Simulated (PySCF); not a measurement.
## Spin states and ions at one geometry of OsO3(OH)2

PySCF 2.14.0, RKS BP86, Os def2-SVP with ECP60, O def2-SVP, H def2-SVP; non-relativistic Hamiltonian with scalar-relativistic core potentials where named; density fitting; no spin-orbit coupling; singlets restricted, open shells unrestricted. The geometry is relaxed for charge 0, singlet, vacuum:

```xyz
8

Os   -0.0274   -0.0120   -0.1236
O    -1.1461   -0.1865    1.2028
O    -0.8713   -0.0242   -1.6228
O     1.6861    0.1709   -0.3900
O    -0.0603    1.8785    0.3318
H     0.7400    2.3316   -0.0145
O     0.3910   -1.8970    0.1088
H    -0.3186   -2.3467    0.6180
```

Energies count from the relaxed state; an electron taken off or put on is at rest in vacuum. Charges and spins are Mulliken's.

| state | energy (eV) | spin squared | charge on Os1 (e) | spin on Os1 (e) | dipole about the centre of mass (D) |
| --- | --- | --- | --- | --- | --- |
| charge 0, singlet, vacuum | 0.00 | 0.00 | 1.06 | 0.00 | 0.34 |
| charge 0, triplet, vacuum | 2.01 | 2.01 | 1.00 | 0.43 | 0.50 |
| charge -1, doublet, vacuum | -2.29 | 0.76 | 0.81 | 0.45 | 0.25 |

Task: What does the state charge +1, doublet, vacuum give?

Result: energy (eV) 11.40, spin squared 0.77, charge on Os1 (e) 1.20, spin on Os1 (e) -0.20, dipole about the centre of mass (D) 0.55.

With an electron taken off (doublet) the charges change, summed by element, by Os +0.14 e, O +0.75 e, H +0.12 e. The vertical ionisation energy is 11.40 eV, against −ε(HOMO) = 8.19 eV of the relaxed state. The level lies 3.2 eV too high, as is usual for semilocal functionals and global hybrids, which keep a self-interaction error.

With an electron put on (doublet) the charges change, summed by element, by Os -0.25 e, O -0.61 e, H -0.14 e. The vertical electron affinity is 2.29 eV, against −ε(LUMO) = 5.76 eV of the relaxed state. The basis has no diffuse functions, which an added electron needs. The added electron's level lies above zero.

Open shells may have lower solutions than those found. Hard to converge, so the more doubtful: charge +1, doublet, vacuum; charge -1, doublet, vacuum.
